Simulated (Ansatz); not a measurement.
Si2O2. Charge 0, multiplicity 1. Geometry PBE0-D4/def2-TZVP; atoms count from 1.

```tsv
atom	x (Å)	y (Å)	z (Å)
Si1	-0.514	0.757	-0.963
Si2	-0.762	-0.702	0.832
O3	0.660	-0.600	-0.396
O4	0.616	0.544	0.527
```

The structure holds 1 bond(s) between oxygen atoms. Another isomer (singlet) lies 5.98 eV lower at PBE0-D4/def2-TZVP; other spin states weren't run for this one.

**Question.** Estimate the Mulliken populations from the PBE0/def2-TZVP orbitals of Ansatz.

**Answer.** 
```
atom  charge (e)
 Si1        0.16
 Si2        0.16
  O3       -0.16
  O4       -0.16
```
Mulliken values and Mayer orders depend strongly on the basis.

**Question.** And the Mayer bond orders between bonded heavy atoms (over 0.3)?

**Answer.** Si1–Si2 1.10 (2.33 Å); Si1–O3 0.60 (1.88 Å); Si1–O4 0.60 (1.88 Å); Si2–O3 0.60 (1.88 Å); Si2–O4 0.60 (1.88 Å); O3–O4 0.87 (1.47 Å).
